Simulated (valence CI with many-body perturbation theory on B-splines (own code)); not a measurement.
Cs XLIX: fill in the table

Calculated by configuration interaction combined with many-body perturbation theory (CI+MBPT): five valence electrons over a frozen Dirac-Fock core [He], radial functions for each j: 9 s, 9 p, 8 d, 6 f, 3 g, 1 h, with the one-electron correlation potential Σ1 (screened to all orders), the two-electron term Σ2, the three-electron term Σ3, Breit, model QED; selected single and double excitations, second order for the rest (own B-spline code, finite nucleus).

No measured spectrum was set against this ion. As an estimate, large intervals hold to a few tenths of a per cent, small ones and those within an open d or f shell to about a per cent. Among the levels kept, up to 1200 cm⁻¹ of a level comes from second order outside the variational space, and about a tenth of that is noise between levels of different J, which matters for small intervals.

| Level | E (eV) |
| --- | --- |
| (2s^2 2p1/2^2 2p3/2) J=3/2 | 0.0 |
| (2s^2 2p1/2 2p3/2^2) J=3/2 | ? |
| (2s^2 2p1/2 2p3/2^2) J=5/2 | ? |
| (2s^2 2p1/2 2p3/2^2) J=1/2 | 403.4 |
| (2s 2p1/2^2 2p3/2^2) J=5/2 | 574.6 |
| (2s 2p1/2^2 2p3/2^2) J=1/2 | 645.0 |
| (2s 2p1/2^2 2p3/2^2) J=3/2 | 646.6 |
| (2s^2 2p3/2^3) J=3/2 | 755.5 |
| (2s 2p1/2 2p3/2^3) J=3/2 [a] | 946.0 |
| (2s 2p1/2 2p3/2^3) J=5/2 | 979.0 |
| (2s 2p1/2 2p3/2^3) J=1/2 | ? |
| (2s 2p1/2 2p3/2^3) J=3/2 [b] | ? |
| (2p1/2^2 2p3/2^3) J=3/2 | 1275.3 |
| (2s 2p3/2^4) J=1/2 | 1385.2 |
| (2p1/2 2p3/2^4) J=1/2 | 1647.5 |
| (2s^2 2p1/2^2 3s) J=1/2 | ? |
| (2s^2 2p1/2^2 3p1/2) J=1/2 | 4824.1 |
| (2s^2 2p1/2^2 3p3/2) J=3/2 | 4940.8 |
| (2s^2 2p1/2^2 3d3/2) J=3/2 | ? |
| (2s^2 2p1/2^2 3d5/2) J=5/2 | 5044.3 |

Levels are named by their leading jj configuration (3d3/2^4 stands for four electrons in 3d with j = 3/2), which in mixed levels can hold well under half, so a name can repeat and another be missing. Letters in brackets count levels of one name in rising energy.

Q: The levels stand in rising order. What does the calculation give for the missing energies?

A: (2s^2 2p1/2 2p3/2^2) J=3/2 350.9; (2s^2 2p1/2 2p3/2^2) J=5/2 371.2; (2s 2p1/2 2p3/2^3) J=1/2 1017.0; (2s 2p1/2 2p3/2^3) J=3/2 [b] 1028.1; (2s^2 2p1/2^2 3s) J=1/2 4756.5; (2s^2 2p1/2^2 3d3/2) J=3/2 5006.1.
